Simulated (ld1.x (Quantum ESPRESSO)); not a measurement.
# u(r) = r·R(r): atom against pseudo-atom (Be (Z = 4))

Columns: radius, all-electron u(r) and pseudo u(r) of the 2p shell (level -9.65 eV) of beryllium in the configuration [He] 2s1 2p0; PBEsol, scalar-relativistic, PAW scheme, ld1.x (Quantum ESPRESSO) 7.5.

| r (bohr) | all-electron | pseudo |
| --- | --- | --- |
| 0.238 | 0.0766 | 0.0084 |
| 0.475 | 0.2104 | 0.0329 |
| 0.712 | 0.3394 | 0.0713 |
| 0.950 | 0.4459 | 0.1210 |
| 1.188 | 0.5261 | 0.1777 |
| 1.425 | 0.5825 | 0.2367 |
| 1.662 | 0.6151 | 0.2940 |
| 1.900 | 0.6260 | 0.3454 |
| 2.137 | 0.6186 | 0.3873 |
| 2.375 | 0.5967 | 0.4174 |
| 2.612 | 0.5645 | 0.4342 |
| 2.850 | 0.5253 | 0.4376 |
| 3.088 | 0.4825 | 0.4285 |
| 3.325 | 0.4387 | 0.4090 |
| 3.562 | 0.3954 | 0.3814 |
| 3.800 | 0.3537 | 0.3485 |
| 4.037 | 0.3147 | 0.3134 |
| 4.275 | 0.2783 | 0.2782 |
| 4.512 | 0.2451 | 0.2451 |
| 4.750 | 0.2148 | 0.2148 |
| 4.988 | 0.1874 | 0.1874 |
| 5.225 | 0.1630 | 0.1630 |
| 5.462 | 0.1413 | 0.1413 |
| 5.700 | 0.1220 | 0.1220 |
| 5.938 | 0.1050 | 0.1050 |
| 6.175 | 0.0902 | 0.0902 |

**Question.** How many radial nodes do the two functions have?

**Answer.** The all-electron 2p function has n − l − 1 = 0; the pseudo-wave has 0.

**Question.** At about which radius was the pseudo-wave matched?

**Answer.** 4.75 bohr. The columns agree to 0.0005 from 4.28 bohr on; several derivatives are matched, so the curves merge somewhat inside the radius.

**Question.** Where does each function peak?

**Answer.** Outermost all-electron maximum near 1.90 bohr, pseudo maximum near 2.85 bohr (to the table’s step).

**Question.** Is the pseudo-wave norm-conserving?

**Answer.** No, it belongs to a PAW set: the norm inside the radius is not constrained, and the difference is carried by the augmentation charge.
